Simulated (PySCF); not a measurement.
PySCF input for H4O2SeSi, SMILES O[Se]O[SiH3], KT2/pcSseg-1. Geometry: PBE-D3(BJ)/def2-SVP. The values are those of a single conformer.

```python
import numpy as np
from pyscf import gto, scf, dft
from pyscf.prop.nmr import rks as nmr

mol = gto.M(
    atom='''
    Se   -0.17148324    0.74486704    0.58339074
    O    -1.88496723    0.15001965    0.49607853
    H    -2.14395877    0.20733536   -0.44720645
    O     0.77691176   -0.79427779    0.24439488
    Si    0.97981430   -1.17518745   -1.40534333
    H    -0.35505539   -1.23065168   -2.10350904
    H     1.62492295   -2.52946483   -1.43245934
    H     1.85156517   -0.16600891   -2.10109112
    ''',
    basis='pcSseg-1',
    charge=0,
    spin=0,
    max_memory=1600,
    verbose=3,
)
mf = dft.RKS(mol, xc='kt2')
mf.grids.level = 3
mf.conv_tol = 1e-10
mf.max_cycle = 100
mf.kernel()
n = nmr.NMR(mf)
n.verbose = 2
n.max_cycle_cphf = 60
sigma = n.kernel()
print('atom   isotropic/ppm   span/ppm')
for i, s in enumerate(sigma):
    w = np.linalg.eigvalsh((s + s.T) / 2)
    print(f'{mol.atom_symbol(i):2s}{i + 1:3d} {w.mean():14.3f} {w[2] - w[0]:11.3f}')
```

Program output:

```
converged SCF energy = -2857.6372548255
atom   isotropic/ppm   span/ppm
Se  1       -715.653    1730.663
O   2        196.772     519.570
H   3         24.318      16.025
O   4        228.526     588.087
Si  5        381.860     147.499
H   6         26.136       7.409
H   7         25.537       8.242
H   8         26.085       7.642
```

Self-consistency was reached.

Cost: very roughly 29 core-seconds.
